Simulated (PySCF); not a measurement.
In(H)2(iPr) (C3H9In), SMILES C[CH](C)[InH2]. Coordinates come from a B3LYP-D3(BJ)/def2-SVP optimisation. The structure was generated by enumeration; whether it is a known compound was not checked. The def2 effective core potentials stand for the cores of In; spin–orbit coupling is left out.

Q: Give the equilibrium geometry at B3LYP-D3(BJ)/def2-SVP (PySCF confirms it by a frequency run) as a Z-matrix, and its point group. (An estimate is asked for; the answer gives what the named calculation found.)

A: point group Cs.
```
C
H 1 1.1064
C 1 1.5312 2 108.36
H 3 1.1018 1 112.36 2 57.70
H 3 1.1038 4 107.24 1 -123.24
H 3 1.1068 4 107.41 5 -114.28
C 1 1.5312 2 108.36 3 -122.09
H 7 1.1018 1 112.36 2 -57.70
H 7 1.1038 8 107.24 1 123.24
H 7 1.1068 8 107.41 9 114.28
In 1 2.2152 2 102.91 3 118.96
H 11 1.7504 1 120.45 2 -89.63
H 11 1.7504 12 119.10 4 177.87
```
